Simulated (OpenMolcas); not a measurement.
## What dynamic correlation does to the levels of neutral molybdenum

* Program: OpenMolcas
* Basis: ANO-RCC-VDZP [6s5p3d1f]
* Scalar Hamiltonian: DKH2, point nucleus
* Active space: 6 electrons in 6 orbitals (4d 5s)
* State averaging: 2S+1 = 7 even, 1 root; 2S+1 = 5 even, 23 roots; 2S+1 = 3 even, 30 roots; 2S+1 = 1 even, 1 root (0 in the spin-orbit step)
* Spin-orbit coupling: state interaction with AMFI integrals over the reference wave functions, term energies averaged over their components

Methods on the same reference wave functions:
A. CASSCF
B. SS-CASPT2, IPEA 0.25 Eh, imaginary shift 0.1 Eh (closed shells correlated: 4s 4p)
C. MS-CASPT2, IPEA 0.25 Eh, imaginary shift 0.1 Eh (closed shells correlated: 4s 4p)

Energies in cm⁻¹ above 4d⁵ 5s ⁷S₃, the measured ground level; measured values from NIST Handbook of Basic Atomic Spectroscopic Data.

```csv
Level,A,B,C,Measured
4d⁵ 5s ⁷S₃,0.0,0.0,0.0,0.0
4d⁵ 5s ⁵S₂,16492,12640,12640,10768
4d⁴ 5s² ⁵D₀,20270,13050,11710,10966
4d⁴ 5s² ⁵D₁,20362,13150,11840,
4d⁴ 5s² ⁵D₂,20546,13340,12110,
4d⁴ 5s² ⁵D₃,20826,13620,12500,
4d⁴ 5s² ⁵D₄,21223,14000,13020,
4d⁵ 5s ⁵G₄,22892,20680,20680,
4d⁵ 5s ⁵G₅,22892,20680,20680,
4d⁵ 5s ⁵G₃,22892,20680,20680,
4d⁵ 5s ⁵G₆,22892,20680,20680,
4d⁵ 5s ⁵G₂,22892,20680,20680,16641
4d⁵ 5s ⁵P₃,26042,22010,22080,
4d⁵ 5s ⁵P₂,26056,22030,22120,
4d⁵ 5s ⁵P₁,26099,22180,22250,
```

Deviations, from unrounded energies. A percentage is the sum of absolute deviations over the sum of measured energies, with the sign that they share, or ± where signs differ.

```json
{"Against measurement": "mean absolute deviation (cm-1)", "Levels": "3", "A": "7100", "B": "2700", "C": "2200"}
{"Against measurement": "other terms of the ground configuration (%)", "Levels": "2", "A": "+43.7", "B": "+21.6", "C": "+21.6"}
{"Against measurement": "other configurations (%)", "Levels": "1", "A": "+84.8", "B": "+19.0", "C": "+6.8"}
```

C lies closest to measurement on these levels and A furthest from it. The largest miss of C in the table is 4d⁵ 5s ⁵G₂, by +4000 cm-1. The ranking rests on the paired levels alone, and a cruder setting can come out closer through cancelling errors.

Between B and C the level of the table that moves most is 4d⁴ 5s² ⁵D₀, by 1300 cm-1 (lowest in C, highest in B). Moves below CASPT2's spread within the term are not significant.

The mean deviations of B to C differ by less than CASPT2's widest spread within a term (530 cm-1), so their order carries little weight.

From A to B the spin-free energies of the other terms of 4d⁵ 5s shown, above ⁷S, scale by factors of 0.77 to 0.90.

The lowest spin-free term lies below A's lowest term by 0.292 hartree in B, 0.292 hartree in C.

Term energies are means over components that CASPT2 splits; among the terms shown or strongly mixed into the levels shown the widest spread is 530 cm-1 (4d⁵ 5s ⁵G, C). Some high roots are left out of the spin-orbit mixing, which shifts the levels that they would mix with. Configurations are named by rounded mean occupations; where the s occupation lies near a half they are strongly mixed, a name can repeat and a true partner stay unpaired. A single d shell beside an s shell can misplace configurations of different d count against each other. Without dynamic correlation excited terms often stand tens of per cent too high (terms of higher spin than the ground term too low), and those without a measured partner can miss by more than the paired ones (holds for A). Some terms miss by over 15 % even with CASPT2, which points to a basis or an active space too small for the shells correlated (holds for B; C). Measured partners are found by configuration, term and J. A level has none where our copy of the source lacks it or the pairing is in doubt (some pairs that miss far off the trend of their configuration count as doubtful), and it then counts in no deviation. Only configurations of the active space appear. The table leaves out levels that lie high or whose names do not pair safely across all columns.
